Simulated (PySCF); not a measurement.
Species: AsBFH₅.
SMILES: `[AsH3+][BH2-]F`

All values: wB97X-D/def2-SVPD (PySCF, non-relativistic), on one gas-phase PBE0-D3(BJ)/def2-SVP geometry that isn't relaxed in the solvent. The solvent is an IEF-PCM continuum (Bondi radii, 1.10 Å for H, scaled by 1.2), and excitations are vertical TDDFT with non-equilibrium linear response and a frozen core. Specific hydrogen bonds and non-electrostatic terms are outside this model. Spin–orbit coupling is left out although an atom past zinc is present.

Gas-phase singlets (H = HOMO, L = LUMO):

| state | E (eV) | λ (nm) | f | leading configurations |
| --- | --- | --- | --- | --- |
| S1 | 6.998 | 177 | 0.097 | H→L 55%, H→L+1 37% |
| S2 | 7.114 | 174 | 0.011 | H-1→L 75%, H-1→L+1 16% |
| S3 | 7.328 | 169 | 0.133 | H→L+1 59%, H→L 33% |
| S4 | 7.407 | 167 | 0.025 | H→L+2 93% |
| S5 | 7.771 | 160 | 0.002 | H-1→L+1 77%, H-1→L 12% |

Give the list for benzene (ε = 2.271), n² = 2.25.

```
state  E (eV)  λ (nm)      f  leading configurations  change by rank (eV)
   S1   7.036     176  0.222                 H→L 86%               +0.038
   S2   7.284     170  0.026               H-1→L 88%               +0.170
   S3   7.444     167  0.234               H→L+1 87%               +0.116
   S4   7.542     164  0.037               H→L+2 92%               +0.135
   S5   7.989     155  0.165               H→L+3 77%               +0.218
```

The ground-state energy changes by -0.130 eV from gas to benzene. By how much does the total energy of gas-phase S1 change?

E(S1) = E(S0) + excitation energy, so it changes by -0.130 + 0.038 = -0.092 eV: it is lowered less than the ground state, which is what a blue shift means. This is the vertical state, with the slow part of the continuum still set for S0.

How do the frontier levels move from gas to benzene?

| orbital | gas (eV) | solvent (eV) | change (eV) |
| --- | --- | --- | --- |
| LUMO+2 | 1.95 | 2.28 | +0.33 |
| LUMO+1 | 1.60 | 1.86 | +0.26 |
| LUMO | 1.45 | 1.69 | +0.24 |
| HOMO | -10.06 | -9.92 | +0.14 |
| HOMO-1 | -10.23 | -10.27 | -0.04 |
| HOMO-2 | -13.29 | -12.99 | +0.30 |
| HOMO-3 | -13.41 | -13.09 | +0.32 |

The HOMO–LUMO gap goes from 11.51 to 11.61 eV.

Note: wB97X-D ran without an empirical dispersion term, which enters the total energy and its gradient alone.
